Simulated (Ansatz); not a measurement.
`S[SiH]1CCO1`. Total charge 0; spin multiplicity 1. All single points use the PBE0-D4/def2-TZVP geometry. It is one conformer, not always the lowest.

```xyz
11

S     1.516   -2.028   -0.746
Si    0.741   -0.369    0.340
C    -0.204    0.903   -0.651
C    -1.377    0.440    0.238
O    -0.745   -0.574    1.058
H     2.487   -2.280    0.146
H     1.806    0.040    1.290
H    -0.333    0.701   -1.713
H     0.084    1.945   -0.514
H    -2.200   -0.009   -0.325
H    -1.774    1.230    0.879
```

Problem. What is the dipole moment at ωB97M-V/def2-TZVPP? (Best estimate.)

Solution. Computed: 1.67 D, with components (0.47, 1.52, -0.49) D in this frame, pointing from negative to positive charge.

Problem. And with PBE, r2SCAN, B3LYP? (Estimate.)

Solution. Ansatz gave: PBE 1.56 D, r2SCAN 1.62 D, B3LYP 1.67 D.

Problem. Give the Mulliken charges with ωB97M-V, PBE, B3LYP in def2-TZVPP. (An estimate is asked.)

Solution. Ansatz gave: 
```
atom  ωB97M-V    PBE  B3LYP
  S1    -0.25  -0.26  -0.27
 Si2     0.49   0.45   0.55
  C3    -0.39  -0.29  -0.33
  C4     0.05   0.06   0.08
  O5    -0.39  -0.33  -0.41
  H6     0.12   0.12   0.11
  H7    -0.05  -0.08  -0.09
  H8     0.12   0.09   0.10
  H9     0.12   0.09   0.10
 H10     0.09   0.07   0.08
 H11     0.09   0.08   0.08
```

B3LYP here is the variant with VWN-RPA as its local correlation; programs differ in this.
